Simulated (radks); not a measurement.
The numbers below are computed, except where a source is named.
Coulomb parameter of the 3d shell of the copper ion Cu2+ in the model configuration [Ar] 3d8 4p1, as a second difference U = [E(n + 0.5) + E(n - 0.5) - 2 E(n)] / (0.5)^2 with all orbitals relaxed. "Bare": the charge of the atom changes with n. "Screened": the 4p shell takes up the change at fixed total charge, which measures U(3d,3d) + U(4p,4p) - 2 U(3d,4p). Level of theory: Dirac Kohn-Sham, PBEsol, spin-unpolarised, spherical densities, finite nucleus; open shells are shared between the two j in proportion to 2j + 1; Fermi nuclear charge, rms radius 3.8823 fm (a radial shooting solver on a logarithmic mesh with Libxc functionals).

| case | configuration | E - E(n) (eV) |
|---|---|---|
| start | [Ar] 3d8 4p1 | 0.000 |
| bare +0.5 | [Ar] 3d8.5 4p1 | -16.671 |
| bare -0.5 | [Ar] 3d7.5 4p1 | 21.424 |
| screened +0.5 | [Ar] 3d8.5 4p0.5 | -9.316 |
| screened -0.5 | [Ar] 3d7.5 4p1.5 | 10.858 |

U(bare) = 19.010 eV, U(screened by 4p) = 6.168 eV.
